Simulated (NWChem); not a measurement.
Species: C$_{4}$H$_{5}$Cl; SMILES C=CC(=C)Cl

```xyz
10

C      0.7170    -1.9902     0.0000
C     -0.4286    -1.3002     0.0000
C     -0.5620     0.1540     0.0000
C     -1.7389     0.7944     0.0000
Cl     0.9136     1.0793     0.0000
H      1.6839    -1.4811     0.0000
H      0.7127    -3.0823     0.0000
H     -1.3857    -1.8330     0.0000
H     -2.6662     0.2170     0.0000
H     -1.8009     1.8832     0.0000
```
Atoms are numbered in this order, from 1.

Program: NWChem. All runs use the structure optimised with PBE0/def2-SVP. Level SCAN/def2-SVP: energy and gradient on several grids; changes count from the extra-fine grid, which is no exact limit either.

```
grid     size of the energy change (μHa)  largest change of a gradient component (μHa/bohr)  time, medium = 1 (rough)
-------  -------------------------------  -------------------------------------------------  ------------------------
xcoarse                            30000                                               5000                   about 1
coarse                               200                                               4000                   about 1
medium                               700                                               2000                   about 1
fine                                2000                                                700                   about 1
xfine                               < 10                                               < 30                         2
```
